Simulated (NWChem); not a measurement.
System: HTeI; SMILES I[TeH]

Computed with NWChem. Medium grid unless said otherwise, to which SCAN and Minnesota functionals are sensitive. The geometry was optimised at PBE-D3(BJ)/def2-SVP. def2 effective core potentials on Te, I; no spin-orbit coupling. Hybrids' shares of exact exchange are those that their runs print; pure functionals count as 0. The functionals differ in more than this share.

```
row                  share of exact exchange  highest occupied level (eV)
-------------------  -----------------------  ---------------------------
PBE/def2-TZVP                           0.00                        -5.43
r2SCAN/def2-TZVP                        0.00                        -5.68
B3LYP/def2-TZVP                         0.20                        -6.26
B3PW91/def2-TZVP                        0.20                        -6.32
r2SCAN0/def2-TZVP                       0.25                     withheld
BHandHLYP/def2-TZVP                     0.50                        -7.37
```

Task: Fit a straight line of the last column on the one before it, predict the withheld value, and compare with the run.

Result: 
1. Means of the 5 shown rows: x = 0.180, y = -6.212. Slope Σ(x − x̄)(y − ȳ)/Σ(x − x̄)² = -0.6102/0.1680 = -3.632; intercept -5.558.
2. The shown rows scatter about the line by 0.081 (root mean square); the largest residual is +0.13, at PBE/def2-TZVP.
3. At x = 0.25 (r2SCAN0/def2-TZVP; inside the shown range) the line gives -6.47.
4. The run gives -6.64, -0.17 from the line, 2.1 times the scatter.
